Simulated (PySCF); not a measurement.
4,4-dichlorobut-1-yne (C4H4Cl2), SMILES C#CCC(Cl)Cl.

Geometry optimised at PBE-D3(BJ)/def2-SVP. One conformer was computed; it need not be the lowest.

The numbers are results of PBE-D3(BJ)/def2-SVP in PySCF 2.14.0, not measurements.

Frequencies are harmonic and unscaled.

**Question.** Give all harmonic wavenumbers and intensities. (Estimate from the structure and the level; the computed values follow.)

**Answer.** 
```csv
mode,ν (cm⁻¹),IR (km/mol),moving atoms (share of kinetic energy)
1,83,0.4,"C 52 %, Cl 30 %, H 18 %"
2,124,0.1,"C 61 %, Cl 23 %, H 16 %"
3,255,1.6,"Cl 72 %, C 24 %"
4,274,0.6,"C 49 %, Cl 40 %, H 11 %"
5,341,7.9,"C 68 %, H 24 %"
6,370,2.7,"C 41 %, Cl 38 %, H 22 %"
7,470,15.3,"C 77 %, H 13 %, Cl 10 %"
8,643,12.3,"H 64 %, C 30 %"
9,653,70.5,"C 51 %, H 32 %, Cl 18 %"
10,670,43.0,"H 77 %, C 22 %"
11,743,93.2,"C 80 %, Cl 13 %"
12,908,19.0,"C 51 %, H 48 %"
13,958,3.1,"C 81 %, H 18 %"
14,1033,7.4,"C 70 %, H 30 %"
15,1144,4.5,"H 87 %, C 13 %"
16,1175,14.9,H 92 %
17,1238,10.0,"H 81 %, C 19 %"
18,1292,4.2,"H 64 %, C 36 %"
19,1374,6.3,"H 91 %, C 9 %"
20,2175,0.5,"C 91 %, H 9 %"
21,2975,4.2,H 95 %
22,3027,0.1,"H 91 %, C 9 %"
23,3070,2.0,"H 92 %, C 8 %"
24,3408,71.9,"H 86 %, C 14 %"
```
